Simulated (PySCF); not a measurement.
**NMR data sheet: C₂H₁₂O₂SSi₃**

```yaml
Formula: C2H12O2SSi3
SMILES: CO[Si@@H]([SiH2]O[SiH3])SC
InChI: InChI=1S/C2H12O2SSi3/c1-3-8(5-2)7-4-6/h8H,7H2,1-2,6H3/t8-/m1/s1
Point_group_of_the_computed_structure: C1
Degrees_of_unsaturation: 0
Carbon_signals: 2
Proton_signals: 6
```

Bonds (- single, = double, # triple, : aromatic): C1-O2, O2-Si3, Si3-Si4, Si4-O5, O5-Si6, Si3-S7, S7-C8. C1 carries H9, H10, H11; Si3 carries H12; Si4 carries H13, H14; Si6 carries H15, H16, H17; C8 carries H18, H19, H20. Stereochemistry as in CO[Si@@H]([SiH2]O[SiH3])SC. H13 is pro-R; H14 is pro-S.

Theory: shieldings: GIAO PBE0/pcSseg-1, coordinates at the PBE0-D3(BJ)/def2-SVP level, in PySCF (one computed conformer, non-relativistic Hamiltonian, one averaged value for each set of equivalent atoms, in vacuum).

Chemical shifts δ = σref − σ; $^{1}$H and $^{13}$C and $^{29}$Si against TMS; $^{17}$O against H2O; CS2 for $^{33}$S, all at this level.

| carbon | δC, type | δH (multiplicity) | HMBC from (2–3 bonds) | span of the C tensor (ppm) |
| --- | --- | --- | --- | --- |
| C1 | 54.2, CH3 | 3.64 (s) | H12 | 83 |
| C8 | 11.8, CH3 | 1.86 (s) | H12 | 27 |

Other nuclei:
```csv
atoms,nucleus,environment,δ (ppm),σ (ppm)
H12,$^{1}$H,"hydrogen on a silicon bonded to O, S, Si",5.53,25.73
H13,$^{1}$H,"hydrogen on a silicon bonded to O, Si",5.32,25.95
H14,$^{1}$H,"hydrogen on a silicon bonded to O, Si",5.20,26.06
H15/H16/H17,$^{1}$H,hydrogen on a silicon bonded to O,4.95,26.31
Si3,$^{29}$Si,"silicon bonded to O, S, Si, H",7.6,344.4
Si4,$^{29}$Si,"silicon bonded to O, Si, 2 H",-24.0,376.0
Si6,$^{29}$Si,"silicon bonded to O, 3 H",-33.4,385.4
O2,$^{17}$O,"oxygen bonded to C, Si",15.5,319.0
O5,$^{17}$O,oxygen bonded to 2 Si,-13.6,348.2
S7,$^{33}$S,"sulfur bonded to C, Si",-211,706.6
```

1. Carbon types of the structure: 2 × CH3, leaving 6 H on heteroatoms.
2. δC 54.2: methyl carbon bonded to O; the inductive effect lowers its shielding.
3. δC 11.8: methyl carbon bonded to S.
4. δH 5.32, 5.20: hydrogen on a silicon bonded to O, Si.
5. δH 4.95: hydrogen on a silicon bonded to O.
6. δH 3.64: hydrogen on a methyl carbon bonded to O; its carbon carries O, hence the downfield position.

Shifts are as computed. Against solution values, carbons near 30 ppm lie about +2 ppm off and those near 130 ppm about +5 ppm. Of 1211 compounds with measured shifts, 218 miss one by over three times the rms of a fit or turn the order of signals round; such compounds aren't used in these exercises. Experimental scales use liquid or dissolved standards, which lie at an offset from isolated H2O (liquid H2O: subtract about 36 ppm). No couplings were computed; multiplicities are counted from neighbouring protons, with m where these are inequivalent, close in shift, in a saturated or five-membered ring or joined by F or P, and br s for small geminal =CH2 splittings.
